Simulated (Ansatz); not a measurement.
Geometry optimisation, RKS BLYP/def2-SVP (Ansatz 0.2.0).

Input file:

```yaml
crystal:
  periodic: [false, false, false]
  atoms:
    - { symbol: Zr, position_ang: [0.314316, -0.6835, -0.626081] }
    - { symbol: Cl, position_ang: [0.79692, 0.798246, 2.754888] }
    - { symbol: Cl, position_ang: [2.239274, 0.62569, -1.076688] }
    - { symbol: O, position_ang: [-1.232529, 0.248039, -0.011826] }
    - { symbol: H, position_ang: [-1.843278, 0.886315, 0.392466] }
    - { symbol: Cl, position_ang: [-0.364501, -1.757845, -2.628474] }
    - { symbol: S, position_ang: [0.914889, -2.543642, 0.995376] }
    - { symbol: H, position_ang: [-0.389491, -2.950347, 1.091883] }
    - { symbol: H, position_ang: [0.914399, -0.536556, 2.641855] }
basis:
  gaussian: { orbitals: def2-SVP }
hamiltonian:
  xc: blyp
relax:
  f_tol: 0.03
  max_steps: 50
```

Run as:

```bash
$ ansatz run input.yaml --threads 4 --pin off --max-ram 5120MiB --backend cpu --events-out ev --progress --plain --runs-dir out
```

**Question.** Where does it end, and by what steps?

**Answer.** The forces met the threshold. After 8 steps the energy has fallen by 0.050 eV; Cl2 moved furthest, 0.42 Å.

```tsv
step	energy less start (eV)	largest force component (eV/Å)	accepted
0	0.0000	0.707	yes
1	-0.0052	0.964	yes
2	-0.0410	0.157	yes
3	-0.0215	0.659	no
4	-0.0453	0.175	yes
5	-0.0483	0.089	yes
6	-0.0494	0.157	yes
7	-0.0501	0.064	yes
8	-0.0503	0.017	yes
```

```xyz
9
Properties=species:S:1:pos:R:3
Zr 0.274 -0.709 -0.735
Cl 0.850 0.597 3.117
Cl 2.182 0.639 -1.114
O -1.258 0.229 -0.097
H -1.900 0.874 0.245
Cl -0.347 -1.817 -2.740
S 0.913 -2.432 0.969
H -0.385 -2.700 1.310
H 1.022 -0.595 2.580
```

Time of the run: 23 s on 4 threads of Arm Neoverse V1, with other jobs on the host, peak memory 0.21 GiB.
